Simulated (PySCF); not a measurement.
Molecule: SMILES CC(=O)c1cccs1, C₆H₆OS.

Mapped SMILES: `[CH3:1][C:2](=[O:3])[c:4]1[cH:5][cH:6][cH:7][s:8]1` (H(Xn): hydrogen on atom n).

Geometry PBE0-D3(BJ)/def2-SVP throughout; GIAO in PySCF 2.14.0 with density-fitted response routines, gas phase, one conformer, non-relativistic; equivalent atoms averaged; functional PBE0.

Q: How do the absolute shieldings σ depend on the basis set? (a selection of nuclei; ppm; last column core-seconds on shared hosts with different chips, so compare them loosely)

A: 
```
    basis set  functions     C4     C2     C6     C1     S8  H(C5)  H(C7)  H(C6)  H(C1)  core-s
       STO-3G         50  107.4  108.0  127.8  207.6  533.9  25.58  25.89  26.27  30.32     5.7
     pcSseg-0         88   37.6   -8.5   56.3  160.5  322.1  24.80  25.77  25.84  30.05     7.2
        6-31G         88   53.8   18.8   76.8  170.0  372.9  24.34  25.28  25.39  30.09      12
       6-31G*        128   55.4   17.9   73.6  166.9  345.9  24.01  24.90  24.96  29.75      21
      cc-pVDZ        146   50.9   14.3   70.9  168.7  350.0  23.38  24.11  24.29  29.05      15
     def2-SVP        146   49.8   11.2   69.4  167.1  352.2  23.42  24.35  24.42  29.14      14
     pcSseg-1        173   36.0   -4.8   51.7  155.3  276.4  23.14  24.01  24.06  28.83      21
  aug-cc-pVDZ        242   49.5   10.3   70.6  167.3  342.2  23.18  23.77  24.19  28.84      33
6-311+G(2d,p)        260   37.8   -2.3   56.0  158.4  260.0  23.29  23.96  24.30  29.08      60
    def2-TZVP        290   36.7   -3.9   54.4  157.9  236.9  23.27  23.98  24.24  29.03      45
      cc-pVTZ        328   38.9   -1.7   55.8  158.9  302.0  23.16  23.81  24.13  28.82      50
```

Q: Which nucleus among those listed moves most, in ppm?

A: S8 (aromatic ring sulfur): from 236.9 ppm with def2-TZVP to 533.9 ppm with STO-3G. The smallest spread is 1.50 ppm, at H(C1). Proton shifts span only some 12 ppm, so a few tenths of a ppm matter as much there as several ppm in carbon.

Q: Taking the largest basis, cc-pVTZ (328 functions), as the yardstick, rank the others by their worst heavy-atom deviation.

A: pcSseg-0 20.1 ppm (88 functions), pcSseg-1 25.6 ppm (173 functions), aug-cc-pVDZ 40.2 ppm (242 functions), 6-311+G(2d,p) 41.9 ppm (260 functions), 6-31G* 43.9 ppm (128 functions), cc-pVDZ 48.0 ppm (146 functions), def2-SVP 50.2 ppm (146 functions), def2-TZVP 65.1 ppm (290 functions), 6-31G 70.9 ppm (88 functions), STO-3G 231.9 ppm (50 functions).

A small basis that lands close on one nucleus may do so by chance; judge by the trend and by all nuclei.
